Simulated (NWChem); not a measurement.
A calculation on AlCl

```xyz
2

Al     0.0000     0.0000    -1.2166
Cl     0.0000     0.0000     0.9303
```
Charge 0, spin multiplicity 1.

The numbers come from NWChem runs, not from measurements. Structure: optimised with PBE0/def2-SVP, a minimum by its harmonic frequencies.

Static limit.

The structure started from a generated list of species.

Q: Give the polarisability tensor in bohr³ at BHandHLYP/aug-cc-pVDZ, in the frame of the coordinates, and its isotropic mean.

A: 
```
47.57   0.00   0.00
 0.00  47.57   0.00
 0.00   0.00  60.69
```
Mean (one third of the trace): 51.94 bohr³.
